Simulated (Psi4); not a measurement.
C₅H₄N (SMILES [c]1cccnc1), doublet, at a GFN2-xTB geometry; BLYP/6-31G in Psi4 1.11.

Here is a job for Psi4.
```
memory 2 GB

molecule mol {
0 2
N    -0.015803   -0.054138    1.345633
C     0.016158   -0.057482   -1.396115
C    -0.005650    1.080388    0.678672
C    -0.010739   -1.214501    0.702801
C     0.005227   -1.215119   -0.666583
C     0.010635    1.153084   -0.704944
H     0.028732   -0.070150   -2.476878
H    -0.010859    1.976247    1.286408
H    -0.019692   -2.106622    1.310406
H     0.018654    2.101265   -1.222354
}

set {
  basis 6-31g
  reference uks
  dft_nuclear_scheme becke
}

energy('blyp')
print_variables()
```

Problem. Predict the main parts of the log of this Psi4 run.

Solution. 
```
   => Loading Basis Set <=

    Name: 6-31G
    Role: ORBITAL
    Keyword: BASIS

         ---------------------------------------------------------
                                   SCF
               by Justin Turney, Rob Parrish, Andy Simmonett
                          and Daniel G. A. Smith
                              UKS Reference
         ---------------------------------------------------------

  ==> Geometry <==

    Molecular point group: c1
    Full point group: C1

    Geometry (in Angstrom), charge = 0, multiplicity = 2:

       Center              X                  Y                   Z               Mass
    ------------   -----------------  -----------------  -----------------  -----------------
         N           -0.015588327373    -0.029968586333     1.331563225780    14.003074004430
         C            0.016372672627    -0.033312586333    -1.410184774220    12.000000000000
         C           -0.005435327373     1.104557413667     0.664602225780    12.000000000000
         C           -0.010524327373    -1.190331586333     0.688731225780    12.000000000000
         C            0.005441672627    -1.190949586333    -0.680652774220    12.000000000000
         C            0.010849672627     1.177253413667    -0.719013774220    12.000000000000
         H            0.028946672627    -0.045980586333    -2.490947774220     1.007825032230
         H           -0.010644327373     2.000416413667     1.272338225780     1.007825032230
         H           -0.019477327373    -2.082452586333     1.296336225780     1.007825032230
         H            0.018868672627     2.125434413667    -1.236423774220     1.007825032230

  Running in c1 symmetry.

  Rotational constants: A =      0.22251  B =      0.19810  C =      0.10480 [cm^-1]
  Rotational constants: A =   6670.79685  B =   5938.81151  C =   3141.77919 [MHz]
  Nuclear repulsion =  198.678148953155755

  Charge       = 0
  Multiplicity = 2
  Electrons    = 41
  Nalpha       = 21
  Nbeta        = 20

  ==> Algorithm <==

  SCF Algorithm Type is DF.
  DIIS enabled.
  MOM disabled.
  Fractional occupation disabled.
  Guess Type is SAD.
  Energy threshold   = 1.00e-06
  Density threshold  = 1.00e-06
  Integral threshold = 1.00e-12

  ==> Primary Basis <==

  Basis Set: 6-31G
    Blend: 6-31G
    Number of shells: 38
    Number of basis functions: 62
    Number of Cartesian functions: 62
    Spherical Harmonics?: false
    Max angular momentum: 1

  ==> DFT Potential <==

   => LibXC <=

    Version 7.1.2
    S. Lehtola, C. Steigemann, M. J. T. Oliveira, and M. A. L. Marques,  SoftwareX 7, 1–5 (2018) (10.1016/j.softx.2017.11.002)

   => Composite Functional: BLYP <=

    BLYP GGA Exchange-Correlation Functional

    P.J. Stephens et. al., J. Phys. Chem., 98, 11623-11627, 1994
    B. Miehlich et. al., Chem. Phys. Lett., 157(3), 200-206 1989

    Deriv               =              1
    GGA                 =           TRUE
    Meta                =          FALSE

    Exchange Hybrid     =          FALSE
    MP2 Hybrid          =          FALSE

   => Exchange Functionals <=

    1.0000     XC_GGA_X_B88

   => Correlation Functionals <=

    1.0000     XC_GGA_C_LYP

   => LibXC Density Thresholds  <==

    XC_GGA_C_LYP:  1.00E-14
    XC_GGA_X_B88:  1.00E-15

   => Molecular Quadrature <=

    Radial Scheme          =       TREUTLER
    Pruning Scheme         =           NONE
    Nuclear Scheme         =          BECKE

    Blocking Scheme        =         OCTREE
    BS radius alpha        =              1
    Pruning alpha          =              1
    Radial Points          =             75
    Spherical Points       =            302
    Total Points           =         209552
    Total Blocks           =           1594
    Max Points             =            256
    Max Functions          =             62
    Weights Tolerance      =       1.00E-15

   => Loading Basis Set <=

    Name: (6-31G AUX)
    Role: JKFIT
    Keyword: DF_BASIS_SCF

[...]
   -------------------------
     A         62      62
   -------------------------
    Total      62      62
   -------------------------

  ==> Iterations <==

                           Total Energy        Delta E     RMS |[F,P]|

   @DF-UKS iter SAD:  -247.21118128684344   -2.47211e+02   0.00000e+00
   @DF-UKS iter   1:  -247.09260036325037    1.18581e-01   1.21746e-02 ADIIS/DIIS
   @DF-UKS iter   2:  -246.63839551887807    4.54205e-01   1.84904e-02 ADIIS/DIIS
   @DF-UKS iter   3:  -247.22906088487358   -5.90665e-01   9.36528e-03 ADIIS/DIIS
   @DF-UKS iter   4:  -247.42754538671011   -1.98485e-01   1.40034e-03 ADIIS/DIIS
   @DF-UKS iter   5:  -247.42781939367097   -2.74007e-04   1.35771e-03 ADIIS/DIIS
   @DF-UKS iter   6:  -247.43181643752990   -3.99704e-03   2.76477e-04 ADIIS/DIIS
   @DF-UKS iter   7:  -247.43193717481245   -1.20737e-04   1.91087e-04 ADIIS/DIIS
   @DF-UKS iter   8:  -247.43202061005459   -8.34352e-05   2.14713e-05 DIIS
   @DF-UKS iter   9:  -247.43202176185159   -1.15180e-06   1.51255e-05 DIIS
   @DF-UKS iter  10:  -247.43202230305477   -5.41203e-07   3.49371e-06 DIIS
   @DF-UKS iter  11:  -247.43202237570483   -7.26501e-08   1.69676e-06 DIIS
   @DF-UKS iter  12:  -247.43202238353220   -7.82737e-09   1.10241e-06 DIIS
   @DF-UKS iter  13:  -247.43202238668499   -3.15279e-09   2.82091e-07 DIIS
  Energy and wave function converged.

  ==> Post-Iterations <==

   Electrons on quadrature grid:
      Nalpha   =   20.9999730780 ; deviation = -2.692e-05
      Nbeta    =   19.9999720729 ; deviation = -2.793e-05
      Ntotal   =   40.9999451509 ; deviation = -5.485e-05

   @Spin Contamination Metric:   4.609868291E-03
   @S^2 Expected:                7.500000000E-01
   @S^2 Observed:                7.546098683E-01
   @S   Expected:                5.000000000E-01
   @S   Observed:                5.000000000E-01

    Orbital Energies [Eh]
    ---------------------

    Alpha Occupied:

[...]
    Alpha Virtual:

[...]
    Beta Occupied:

[...]
    Beta Virtual:

[...]
    Final Occupation by Irrep:
              A
    DOCC [    20 ]
    SOCC [     1 ]
    NA   [    21 ]
    NB   [    20 ]

  @DF-UKS Final Energy:  -247.43202238668499

   => Energetics <=

    Nuclear Repulsion Energy =            198.6781489531557554
    One-Electron Energy =                -725.8245314263099317
    Two-Electron Energy =                 315.1691858792789844
    DFT Exchange-Correlation Energy =     -35.4548257928098138
    Empirical Dispersion Energy =           0.0000000000000000
    VV10 Nonlocal Energy =                  0.0000000000000000
    Total Energy =                       -247.4320223866849915

  UHF NO Occupations:
  HONO-2 :   19  A 1.9996294
  HONO-1 :   20  A 1.9984408
  HONO-0 :   21  A 1.0000000
  LUNO+0 :   22  A 0.0015592
  LUNO+1 :   23  A 0.0003706
  LUNO+2 :   24  A 0.0001117
  LUNO+3 :   25  A 0.0001051

Computation Completed

Properties will be evaluated at   0.000000,   0.000000,   0.000000 [a0]

Properties computed using the SCF density matrix

 Multipole Moments:

 ------------------------------------------------------------------------------------
     Multipole            Electronic (a.u.)      Nuclear  (a.u.)        Total (a.u.)
 ------------------------------------------------------------------------------------

 L = 1.  Multiply by 2.5417464519 to convert [e a0] to [Debye]
 Dipole X            :         -0.0086497            0.0166326            0.0079829
 Dipole Y            :         -1.4404990            1.8726051            0.4321062
 Dipole Z            :          0.4830663           -1.0901107           -0.6070444
 Magnitude           :                                                    0.7451727

 ------------------------------------------------------------------------------------

  Variable Map:
  ----------------------------------------------------------------------------
[...]
  Array Variable Map:
  ----------------------------------------------------------------------------
[...]
[...]
```
